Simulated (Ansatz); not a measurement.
The same path of C5H13B (19 atoms, charge 0, multiplicity 1) was run twice with different band settings.

Level of theory: UKS PBE/STO-3G (Ansatz 0.2.0).

Relaxed end points:

```xyz
19
Properties=species:S:1:pos:R:3
C -1.966 -1.590 -1.246
C -0.778 -1.129 -0.352
C -0.497 0.416 -0.489
B 0.741 0.810 0.428
C 0.513 1.254 1.930
C 2.209 0.706 -0.152
H -2.894 -1.056 -0.968
H -2.142 -2.677 -1.129
H -1.755 -1.384 -2.312
H 0.131 -1.700 -0.633
H -1.005 -1.374 0.707
H -0.298 0.624 -1.560
H -1.422 0.955 -0.206
H 0.492 0.333 2.554
H -0.451 1.767 2.099
H 1.329 1.881 2.332
H 2.463 1.691 -0.601
H 2.312 -0.040 -0.962
H 2.977 0.509 0.619
```

```xyz
19
Properties=species:S:1:pos:R:3
C -1.931 -1.707 -1.145
C -0.734 -1.173 -0.305
C -0.489 0.367 -0.531
B 0.723 0.849 0.378
C 0.461 1.250 1.886
C 2.194 0.882 -0.206
H -2.865 -1.180 -0.872
H -2.078 -2.789 -0.968
H -1.749 -1.552 -2.225
H 0.181 -1.740 -0.576
H -0.931 -1.364 0.771
H -0.302 0.527 -1.611
H -1.428 0.895 -0.269
H -0.457 0.808 2.312
H 0.327 2.353 1.921
H 1.313 1.024 2.553
H 2.885 1.531 0.362
H 2.232 1.164 -1.275
H 2.605 -0.149 -0.144
```

Common settings: movable images 5; climbing image yes; optimiser quadratic models (default); start path through a guess of the saddle point; force threshold 0.03 eV/Å; end points relaxed.

| run | spring | iteration limit |
| --- | --- | --- |
| 1 | 5.0 eV/Å² | 54 |
| 2 | 50.0 eV/Å² | 52 |

Question: What does each run give, and how far can it be trusted?

Answer: Run 1: converged after 25 iterations, highest image 0.000 eV above the first end. The highest image is an end point: on this band no image between the ends rises above it.
Run 2: converged after 24 iterations, highest image 0.000 eV above the first end. The highest image is an end point: on this band no image between the ends rises above it.
Limits of this set-up: minimal basis.
